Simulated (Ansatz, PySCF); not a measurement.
Gas-phase reaction in SMILES: CN(C)B(O)O [dimethylaminoboronic acid] + 2 B (BH3) + 2 N (NH3) → BN (BNH4) + 2 BO (H3BO) [borinic acid] + 2 CN (CH5N)
Structures are relaxed separately at B3LYP-D3(BJ)/def2-TZVP in Ansatz (an electronic-structure program), one conformer each, not searched for the lowest. Frequencies are from Ansatz or PySCF.

Quantity: bond separation energy (enthalpy at 298 K, with B3LYP-D3(BJ) rigid-rotor harmonic-oscillator terms), in kcal/mol. Correlated levels leave the core frozen unless marked. No spin-orbit coupling. Non-relativistic. CBS marks a two-point X^-3 extrapolation of the correlation energy; Hartree-Fock from the larger set. [CCSD(T)-MP2]/basis is that difference in the basis named.

Level to compare with: RI-MP2/CBS(aug-cc-pVTZ,aug-cc-pVQZ)+[CCSD(T)-MP2]/aug-cc-pVTZ (Ansatz), -9.4 kcal/mol. It is a level with limits of its own, and the differences hold the functionals' basis error too.

Rank these functionals by how close they come to RI-MP2/CBS(aug-cc-pVTZ,aug-cc-pVQZ)+[CCSD(T)-MP2]/aug-cc-pVTZ, closest first: BHLYP/def2-TZVPD (Ansatz); wB97X-V/def2-TZVPD (Ansatz); BLYP/def2-TZVPD (Ansatz).

wB97X-V/def2-TZVPD (range-separated hybrid with VV10, -10.3 kcal/mol, difference -0.9), BHLYP/def2-TZVPD (global hybrid, -11.3 kcal/mol, difference -1.9), BLYP/def2-TZVPD (GGA, -17.4 kcal/mol, difference -8.0)
